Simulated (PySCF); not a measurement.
Electron correlation in Se⁺ (selenium, charge +1)

[Ar] 3d10 4s1 4p3 4d1, high-spin 6D determinant (an excited configuration). All numbers are calculated (PySCF 2.14, scalar relativity by spin-free X2C-1e, in x2c-TZVPPall with one added diffuse shell each of s, p, d type (7s6p5d1f, 57 functions)). Frozen: [Ar] 3d10; 5 electrons correlated.

```tsv
level	correlation energy (mhartree)
CCSD	-30.92
(T)	-0.31
CCSD(T)	-31.23
```

Diagnostics: T1 = 0.0015, D1 = 0.0028, largest double amplitude 0.023.

The outer electron is Rydberg-like, and this basis confines it to a smaller radius and binds it less than a complete one would.

Cost of the coupled-cluster step: roughly 0.8 core-seconds, for 5 correlated electrons.
